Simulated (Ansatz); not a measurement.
Two structures of Si₂H₇Br, closed shell, reached by relaxing down either side of one saddle point (PBE0-D4/def2-TZVP). Energies are electronic, without zero-point energy. Program: Ansatz 0.2.0. Basis: def2-TZVPP and def2-QZVPP. Cores are frozen in the correlated methods. Filled d shells of the heavier atoms are correlated. The def2 sets are not built for correlating such inner shells, so the correlated values are less sure here. Extrapolation: Hartree–Fock as exp(−7.88 √X), correlation as X^−2.97. First:

```csv
atom,x (Å),y (Å),z (Å)
Si1,-0.0203,-1.1197,-0.5893
Br2,2.0404,-0.6960,-1.3374
H3,-0.6657,-2.0362,-1.5629
H4,0.1120,-1.8152,0.7151
Si5,-1.1627,0.9103,-0.4041
H6,2.1261,0.3028,1.8127
H7,1.7887,0.4329,2.4662
H8,-0.4429,1.8003,0.5420
H9,-1.2336,1.5546,-1.7409
H10,-2.5421,0.6662,0.0984
```

Second:

Si1  (-0.216, -1.173, 0.631)
Br2  (2.893, 1.493, -0.865)
H3  (-0.658, -2.401, -0.081)
H4  (-0.626, -1.266, 2.057)
Si5  (-1.119, 0.740, -0.370)
H6  (2.425, 0.313, -0.217)
H7  (1.276, -1.144, 0.593)
H8  (-0.664, 1.959, 0.346)
H9  (-0.706, 0.819, -1.795)
H10  (-2.603, 0.661, -0.299)
(Å)

Question: Which bonds change from the first to the second?

Answer: Si₂H₅Br ([SiH3][SiH2][Br]) + H₂ → Si₂H₆ ([SiH3][SiH3]) + HBr; bonds formed: Si1–H7, Br2–H6; bonds broken: Si1–Br2, H6–H7.

Question: Give the saddle point's structure and its height above each. (Judge from chemistry; the value comes from the calculation.)

Answer: The calculation gives: 50.46 kcal/mol above the first and 34.01 kcal/mol above the second (CCSD(T) at an estimated basis limit (MP2 extrapolated from triple and quadruple zeta, plus CCSD(T) − MP2 in triple zeta)).
Si1  (0.127, -0.885, 0.250)
Br2  (2.080, 0.428, -1.145)
H3  (0.467, -2.054, -0.582)
H4  (-0.447, -1.463, 1.514)
Si5  (-1.155, 0.933, -0.437)
H6  (1.768, -0.250, 0.686)
H7  (1.412, -0.612, 1.385)
H8  (-0.586, 2.137, 0.214)
H9  (-1.107, 1.022, -1.913)
H10  (-2.559, 0.744, 0.028)
(Å)

The T1 diagnostic stays at or below 0.012.

Labels in which every atom is bracketed show which atoms are joined, not bond orders.

For scale, one of the runs: CCSD(T)/def2-TZVPP, 230 basis functions, launched by `ansatz run in.yaml --threads 4 --pin off --events-out ev --progress --plain --max-ram 9574MiB`. Time: 120 s of wall clock on 4 CPU threads of an Arm Neoverse V1; the host was shared. Peak host memory: 3.6 GiB.
